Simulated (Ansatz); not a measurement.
Two structures of Si2H7Br, singlet, reached by relaxing down either side of one saddle point (PBE0-D4/def2-TZVP). Energies are electronic, without zero-point energy. Ansatz 0.2.0; basis: def2-TZVPP and def2-QZVPP; cores frozen in the correlated methods. Filled d shells of the heavier atoms are correlated. The def2 sets are not built for correlating such inner shells, so the correlated values are less sure here. Extrapolation: Hartree–Fock as exp(−7.88 √X), correlation as X^−2.97. First:

Si1  (-1.856, 0.786, 0.174)
Br2  (0.876, -2.318, -1.136)
H3  (-1.631, 0.465, -1.257)
H4  (-1.304, 2.132, 0.474)
H5  (-3.311, 0.772, 0.469)
H6  (-1.171, -0.223, 1.022)
Si7  (1.932, -0.666, -0.099)
H8  (1.792, -0.860, 1.362)
H9  (3.357, -0.703, -0.497)
H10  (1.315, 0.616, -0.513)
(Å)

Second:

```
10
angstrom
Si -0.9989 0.9070 -0.0269
Br -0.1314 -3.3605 0.1986
H -1.4277 1.6028 -1.2689
H -1.3659 1.7417 1.1475
H -1.7750 -0.3653 0.0661
H -1.0024 -2.2343 0.1553
Si 1.3030 0.4860 -0.0618
H 1.7178 -0.2102 1.1835
H 1.6557 -0.3505 -1.2379
H 2.0249 1.7835 -0.1555
```

**Question.** Which bonds change from the first to the second?

**Answer.** SiH₃Br ([SiH3][Br]) + SiH₄ → Si₂H₆ ([SiH3][SiH3]) + HBr; bonds formed: Si1–Si7, Br2–H6; bonds broken: Si1–H6, Br2–Si7.

**Question.** Give the saddle point's structure and its height above each. (An estimate is asked for; the value comes from the calculation.)

**Answer.** Computed: 2.483 eV above the first and 1.558 eV above the second (CCSD(T) at an estimated basis limit (MP2 extrapolated from triple and quadruple zeta, plus CCSD(T) − MP2 in triple zeta)).
```xyz
10
angstrom
Si -1.2232 0.6557 -0.0083
Br 0.1368 -2.7113 0.1532
H -1.1296 1.3813 -1.2941
H -1.0656 1.5314 1.1737
H -2.4509 -0.1694 0.0759
H -0.3211 -0.8353 0.0565
Si 1.2158 -0.1372 -0.0217
H 1.8318 -0.4681 1.2725
H 1.7658 -0.6163 -1.2992
H 1.2404 1.3693 -0.1083
```

The search had been set up for a four-centre ligand exchange (forming Si1–Si7, Br2–H6, breaking Si1–Br2, H6–Si7); from that guess it ended on this step instead.

No T1 diagnostic of these runs exceeds 0.012.

Labels in which every atom is bracketed show which atoms are joined, not bond orders.

For scale, one of the runs: CCSD(T)/def2-TZVPP, 230 basis functions, launched by `ansatz run in.yaml --threads 4 --pin off --events-out ev --progress --plain --max-ram 9574MiB`. The run took 92 s on 4 CPU threads of an Arm Neoverse V1 (shared host), with 3.6 GiB of host memory at its peak.
